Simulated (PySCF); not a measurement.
# Löwdin shares of the frontier orbitals

C5H9FO.
Cartesian coordinates in Å at the GFN2-xTB level; atoms count from 1:
```
atom  x, y, z in Å
C1     2.000   -0.253   -0.077
C2     0.571   -0.737   -0.299
C3    -0.452    0.121    0.461
C4    -1.876   -0.413    0.271
C5    -0.403    1.537   -0.024
O6    -0.210    2.538    0.570
F7    -0.646    1.607   -1.368
H8     2.249   -0.263    0.982
H9     2.700   -0.898   -0.601
H10    2.127    0.762   -0.448
H11    0.475   -1.768    0.045
H12    0.335   -0.714   -1.364
H13   -0.201    0.137    1.526
H14   -2.591    0.199    0.817
H15   -1.939   -1.433    0.642
H16   -2.146   -0.410   -0.783
```

The calculation used PySCF, TDDFT CAM-B3LYP/def2-SVPD, vertical, gas phase, core orbitals frozen in the response.

Kohn–Sham orbitals with the atoms that hold most of them (Löwdin shares over 4%, at most four atoms; ? is withheld):

| orbital | ε (eV) | atoms |
| --- | --- | --- |
| HOMO-3 | -11.83 | C1 22%, C2 17%, H10 12%, H11 9% |
| HOMO-2 | -11.47 | C2 25%, C1 18%, H12 14%, C3 12% |
| HOMO-1 | -11.22 | ? |
| HOMO | ? | O6 56%, C3 10%, C5 10%, F7 9% |
| LUMO | 0.70 | ? |
| LUMO+1 | 1.16 | C4 15%, C1 11%, C2 10%, H11 7% |
| LUMO+2 | 1.75 | C1 19%, C4 13%, H8 9%, H9 9% |

(1) Which atoms hold the HOMO-1, and with what shares?

(2) Which atoms hold the LUMO, and with what shares?

(3) What is the HOMO energy, and the HOMO–LUMO gap?

Answers

(1) C2 (bonded to 2 C and 2 H) 19%; C3 (bonded to 3 C and H) 19%; C1 (bonded to C and 3 H) 17%; C4 (bonded to C and 3 H) 14%.

(2) C5 (bonded to C, F and O) 38%; O6 (bonded to C) 32%; F7 (bonded to C) 9%; C4 (bonded to C and 3 H) 5%. By element: carbon 43% or more, oxygen 32%, fluorine 9%.

(3) ε(HOMO) = -10.28 eV; the gap is 10.98 eV (0.4037 hartree).

**Question.** How does S1 compare with the orbital gap of 10.98 eV?

**Answer.** S1 is at 5.97 eV (f = 0.0037), 5.01 eV below the gap, made of HOMO→LUMO (91%). 

Next come S2 at 8.51 eV (f 0.048), HOMO-1→LUMO (67%), HOMO→LUMO+1 (19%); S3 at 8.59 eV (f 0.0096), HOMO→LUMO+1 (49%), HOMO-1→LUMO (15%), HOMO-2→LUMO (10%); S4 at 8.66 eV (f 0.016), HOMO-2→LUMO (40%), HOMO-4→LUMO (13%), HOMO-5→LUMO (12%); S5 at 8.83 eV (f 0.025), HOMO-2→LUMO (27%), HOMO-6→LUMO (22%), HOMO-3→LUMO (20%).

Löwdin shares depend on the basis, the more so with diffuse functions.

One conformer stands for the species.
